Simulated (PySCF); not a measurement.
In(H)(Br)(Et) (C2H6BrIn), SMILES [Br][InH][CH2]C.

Geometry optimised at PBE0-D3(BJ)/def2-SVP. The structure was generated by enumeration; whether it is a known compound was not checked. The def2 effective core potentials stand for the cores of In; spin–orbit coupling is left out. Other conformers were not sampled.

Method: TDDFT-CAM-B3LYP/def2-SVPD in PySCF 2.14.0.

Vertical excitations. Isolated molecule, no solvent.

| state | energy (eV) | λ (nm) | f | main pairs |
|---|---|---|---|---|
| S1 | 4.60 | 270 | 0.000 | HOMO→LUMO 96 % |
| S2 | 5.44 | 228 | 0.001 | HOMO−2→LUMO 97 % |
| S3 | 5.56 | 223 | 0.020 | HOMO−1→LUMO 92 % |
| S4 | 5.83 | 213 | 0.107 | HOMO→LUMO+1 70 %, HOMO→LUMO+2 12 % |
| S5 | 5.85 | 212 | 0.004 | HOMO−3→LUMO 97 % |
| S6 | 6.12 | 203 | 0.037 | HOMO−1→LUMO+1 81 %, HOMO−1→LUMO+2 14 % |
| S7 | 6.54 | 190 | 0.170 | HOMO−2→LUMO+1 39 %, HOMO→LUMO+2 27 %, HOMO→LUMO+1 21 % |
| S8 | 6.81 | 182 | 0.119 | HOMO−2→LUMO+1 40 %, HOMO→LUMO+2 34 %, HOMO−2→LUMO+2 9 %, HOMO→LUMO+3 8 % |
| S9 | 7.16 | 173 | 0.020 | HOMO→LUMO+3 76 %, HOMO→LUMO+2 15 % |
| S10 | 7.38 | 168 | 0.263 | HOMO−3→LUMO+1 66 % |
| T1 | 4.37 | 284 | 0 | HOMO→LUMO 90 % |
| T2 | 4.93 | 251 | 0 | HOMO→LUMO+1 75 % |
| T3 | 5.10 | 243 | 0 | HOMO−1→LUMO 96 % |
| T4 | 5.21 | 238 | 0 | HOMO−2→LUMO 89 % |
Triplets are in the Tamm–Dancoff approximation, which puts them higher than full response would, so one can lie above its singlet here.
